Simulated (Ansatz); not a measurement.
`O=C=[N][Al]([Cl])[Cl]`. The species carries charge 0 and has multiplicity 1.

Cartesian coordinates in Å:
```
O 2.441 -1.707 -0.123
C 1.488 -1.042 -0.074
N 0.508 -0.358 -0.024
Al -0.918 0.642 0.046
Cl -2.576 -0.004 1.100
Cl -0.943 2.468 -0.924
```

Task: What are the harmonic wavenumbers in cm⁻¹ at PBE0-D4/def2-TZVP (Ansatz, finite differences of forces, unscaled)? (An estimate is asked.)

Result: Computed: 27, 64, 141, 200, 228, 391, 631, 641, 653, 664, 1521, 2410.

Task: Is this a minimum?

Result: Yes, all 12 modes are real.

Task: Give the ideal-gas thermochemistry at 298.15 K and 1 bar (rigid rotor, harmonic oscillator; point group C2v, symmetry number 2).

Result: Zero-point energy 45.3 kJ/mol; H(298) − E = 66.5 kJ/mol; entropy 371.2 J/(mol·K), of which translation 170.5, rotation 118.1, vibration 82.6; G(298) − E = -44.2 kJ/mol. Modes under 100 cm⁻¹ are hindered rotations or soft bends, so the harmonic entropy is rough.

Task: And at 400, 500, 600, 800 and 1000 K?

Result: 
| T (K) | H − E (kJ/mol) | S (J/mol/K) | G − E (kJ/mol) |
| --- | --- | --- | --- |
| 400 | 76.6 | 400.5 | -83.6 |
| 500 | 87.3 | 424.2 | -124.8 |
| 600 | 98.4 | 444.5 | -168.3 |
| 800 | 121.7 | 478.0 | -260.7 |
| 1000 | 145.9 | 504.9 | -359.0 |
